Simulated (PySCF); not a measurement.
## Hf⁺ (hafnium, charge +1) across methods

[Xe] 4f14 5d1 6s1 6p1, one real determinant (an excited configuration). Calculation: PySCF 2.14, in def2-TZVPPD with the def2 core potential (60 electrons) (6s5p3d2f1g, 59 functions); scalar relativity through the core potential.

```
   method  E (hartree)  mean ε 6s α (eV)  mean ε 5d α (eV)  mean ε 6p α (eV)  Σ⟨r²⟩ (bohr²)   ⟨S²⟩
      PBE     -47.4740           -13.108           -12.812            -8.201          49.57  3.750
   revPBE     -47.5150           -13.058           -12.819            -8.207          49.55  3.751
CAM-B3LYP     -47.4199           -15.118           -15.227            -9.687          49.48  3.751
  wB97X-V     -47.4396           -15.965           -16.145           -10.511          49.54  3.751
   r2SCAN     -47.4839           -13.293           -13.155            -8.312          49.61  3.751
      LDA     -47.3158           -13.299           -12.684            -8.181          49.64  3.750
   PBEsol     -47.3745           -13.170           -12.719            -8.182          49.53  3.750
     PBE0     -47.4534           -13.951           -14.059            -8.861          49.59  3.751
      UHF    -47.04885           -16.072           -17.148           -10.628          50.52  3.752
```

⟨L²⟩ = 8.01 against 12 for a pure F term, so this real determinant mixes terms. Energies and moments cover only the electrons outside the core potential. Spin-orbit coupling, absent here, splits the open shell strongly.
